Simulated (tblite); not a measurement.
Compound: C₂H₁₃FO₂Si₄.
Cartesian coordinates in Å at the GFN2-xTB level; atoms count from 1:
```
atom  x, y, z in Å
C1     3.5653   -0.1285   -0.3478
C2     2.2823    0.6797   -0.5037
Si3    0.7267   -0.4287   -0.5806
O4     0.7047   -1.4493    0.6984
Si5   -1.2241    0.7176   -0.2019
F6    -1.4356    1.6522   -1.5217
Si7   -1.7709    2.0220    1.6338
O8    -2.4522   -0.3361   -0.3882
Si9   -3.1882   -1.7681   -0.2483
H10    3.6815   -0.8294   -1.1717
H11    4.4400    0.5197   -0.3297
H12    3.5507   -0.6945    0.5823
H13    2.2057    1.3789    0.3319
H14    2.3558    1.2883   -1.4045
H15    0.8874   -1.2443   -1.8068
H16    1.4507   -2.0014    0.9195
H17   -1.9021    1.2372    2.8697
H18   -0.7176    3.0152    1.8965
H19   -3.0187    2.7889    1.5115
H20   -4.2938   -1.7081   -1.1986
H21   -2.2227   -2.8156   -0.5789
H22   -3.6353   -1.8764    1.1403
```

Computed with GFN2-xTB (tblite): harmonic, unscaled wavenumbers at the GFN2-xTB geometry, gas phase. This tight-binding method is rough: wavenumbers can miss measured ones by several per cent, in bad cases by 10 to 20. Modes of hydrogen on silicon can be 10 to 20 % off. One conformer, not necessarily the lowest. The optimisation stopped once no atom felt more than 0.01 eV/Å.

Lowest wavenumbers of the output (negative numbers stand for imaginary wavenumbers):
```
mode    cm-1
  1     -26.4
  2      17.9
  3      27.9
  4      34.7
  5      40.0
  6      44.1
  7      67.3
  8      83.6
  9     125.9
 10     151.0
```

**Question.** Is this structure a minimum?

**Answer.** Not by this Hessian. 1 mode is imaginary beyond 20i (26i cm⁻¹), so at this level the point lies at or near a first-order saddle. The curvature is small, so loose convergence or finite differences may be the whole cause.

**Question.** Which atoms move in the imaginary mode?

**Answer.** 26i: H22 (Si–H hydrogen) 35 %, H20 (Si–H hydrogen) 29 %, H21 (Si–H hydrogen) 29 %. These are shares of the mass-weighted motion.

**Question.** What is the remedy?

**Answer.** Step along that mode in both directions, optimise again with tighter thresholds and repeat the frequencies. The zero-point energy of this point (89.4 kcal/mol) counts the 59 real modes alone, and thermal corrections from it aren't those of a minimum.

On one thread, Arm Neoverse N1 (aarch64), shared host with 64 logical CPUs at a one-minute load of 61, this took 2.7 s. This covers the Hessian and the dipole derivatives.
